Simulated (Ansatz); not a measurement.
Relaxation of Te4Pb2⁺ with UKS PBE-D4/def2-SVP.

```sh
$ ansatz run in.yaml --threads 4 --pin off --events-out ev --progress --plain --max-ram 6963MiB
```

```yaml
crystal:
  periodic: [false, false, false]
  atoms:
    - {symbol: Pb, position_ang: [1.666490, -1.283420, 1.040120]}
    - {symbol: Pb, position_ang: [-0.911130, 2.143210, 0.291220]}
    - {symbol: Te, position_ang: [-0.599390, 0.464110, -2.083010]}
    - {symbol: Te, position_ang: [1.668310, 1.136940, -0.714510]}
    - {symbol: Te, position_ang: [-1.037150, -0.419460, 1.825540]}
    - {symbol: Te, position_ang: [-0.787120, -2.041390, -0.359370]}
basis:
  gaussian: {orbitals: def2-SVP}
total_charge: 1
magnetization: {spin_polarized: true, initial_magnetization: 1}
hamiltonian: {xc: pbe, dispersion: d4}
scf: {lower_state_search: "off"}
output: {orbitals: {seedname: orbitals}}
relax: {f_tol: 0.03, max_steps: 70}
```

Hardware: 4 threads of Arm Neoverse V2 on a shared host. Wall time 22 s.

Positions (Å) and forces (eV/Å) at steps 1, 2, 3, 4, 5 of 5:

```xyz
6
step=1 energy=-39671.3318 eV
Pb    1.666   -1.283    1.040    0.858   -0.574    0.570
Pb   -0.911    2.143    0.291   -0.406    1.081    0.218
Te   -0.599    0.464   -2.083   -0.064    0.322   -1.104
Te    1.668    1.137   -0.715    0.892    0.725   -0.728
Te   -1.037   -0.419    1.826   -0.736   -0.540    1.015
Te   -0.787   -2.041   -0.359   -0.544   -1.014    0.030
6
step=2 energy=-39671.6855 eV
Pb    1.734   -1.335    1.101   -0.447    0.232   -0.172
Pb   -0.935    2.243    0.306    0.266   -0.436   -0.144
Te   -0.574    0.543   -2.219    0.284    0.119    0.354
Te    1.769    1.248   -0.838   -0.415   -0.082   -0.029
Te   -1.135   -0.526    1.955    0.209   -0.155   -0.337
Te   -0.859   -2.172   -0.305    0.103    0.322    0.329
6
step=3 energy=-39671.7477 eV
Pb    1.657   -1.222    1.048   -0.041    0.013    0.007
Pb   -0.874    2.113    0.332    0.035   -0.019   -0.016
Te   -0.507    0.521   -2.214    0.021    0.087    0.017
Te    1.805    1.297   -0.896   -0.128   -0.078    0.045
Te   -1.175   -0.580    2.007    0.077    0.020   -0.135
Te   -0.907   -2.129   -0.277    0.035   -0.024    0.082
6
step=4 energy=-39671.7544 eV
Pb    1.666   -1.240    1.060   -0.011    0.017    0.007
Pb   -0.879    2.134    0.326    0.018   -0.008    0.007
Te   -0.524    0.534   -2.211    0.002    0.019   -0.002
Te    1.785    1.275   -0.878   -0.033   -0.022    0.009
Te   -1.160   -0.564    1.980    0.017    0.004   -0.036
Te   -0.889   -2.140   -0.277    0.005   -0.010    0.015
6
step=5 energy=-39671.7549 eV
Pb    1.667   -1.240    1.065    0.003    0.008    0.005
Pb   -0.877    2.138    0.328    0.005    0.001    0.008
Te   -0.529    0.538   -2.211   -0.006    0.000   -0.004
Te    1.779    1.268   -0.876    0.004   -0.004   -0.004
Te   -1.157   -0.560    1.972   -0.007    0.000   -0.001
Te   -0.883   -2.145   -0.278    0.001   -0.006   -0.004
```

In the def2 sets Pb, Te take a core potential; there is no spin–orbit coupling. The relaxation made no stability test and no search for a lower SCF solution. The structure comes from a short search, and lower isomers may exist.
